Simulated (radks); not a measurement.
Fractional charge and spin in the 3p shell of iron: the spin-up occupation runs from 2 to 3 and the spin-down occupation from 2 to 3; the fullest corner is Fe2+, [Ne] 3s2 3d(up 3, down 3) 3p(up 3, down 3). Method: scalar-relativistic Kohn-Sham, SCAN, spin-polarised, spherical densities, finite nucleus; meta-GGA in the generalised Kohn-Sham scheme; Fermi nuclear charge, rms radius of each element as measured or else 0.836 A^(1/3) + 0.57 fm; computed with a radial shooting solver on a logarithmic mesh with Libxc functionals. Energy (eV) minus the two flat planes that join the four corners (they meet along the diagonal where the two added fractions sum to one electron); zero is where a piecewise linear energy would lie.

down \ up       2     2.5       3
2           0.000  -2.557   0.000
2.5        -2.557   0.543  -2.303
3           0.000  -2.303   0.000

Corners above the fullest one (they belong to Fe3+ and the next ion): (up 3, down 2) 89.476 eV, (up 2, down 3) 89.476 eV, (up 2, down 2) 200.57 eV. With half an added electron in each spin the energy lies 0.543 eV from the planes, and with half an added electron in spin up alone -2.557 eV. The planes are only a guide here: the flat-plane condition holds for ground states with one frontier orbital, while this shell lies below other occupied shells, so the corners above the fullest one are inner-hole states and not the ground states of those ions.
